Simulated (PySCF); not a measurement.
Ti(OH)3(NH2) (H5NO3Ti), SMILES [NH2][Ti]([OH])([OH])[OH], multiplicity 1. Geometry: PBE-D3(BJ)/def2-SVP. The spin state was assumed, not searched. The structure was generated by enumeration; whether it is a known compound was not checked. The values are those of a single conformer.

Task: Give the equilibrium geometry at PBE-D3(BJ)/def2-SVP (PySCF confirms it by a frequency run) as Cartesian coordinates in Å. (Estimate from the structure and the level; the computed values follow.)

Result: One answer among several that fit: 
```xyz
10

Ti     0.0337     0.0213    -0.0059
O      1.4097    -0.4705    -1.0816
H      2.2547    -0.8290    -0.7575
O      0.5465     0.3966     1.6869
H      0.5136     1.2723     2.1097
O     -0.7608     1.4811    -0.7361
H     -1.7036     1.5272    -0.9707
N     -1.1935    -1.4119     0.0745
H     -1.2765    -2.1495    -0.6329
H     -1.7390    -1.6636     0.9057
```
Charge 0, spin multiplicity 1.
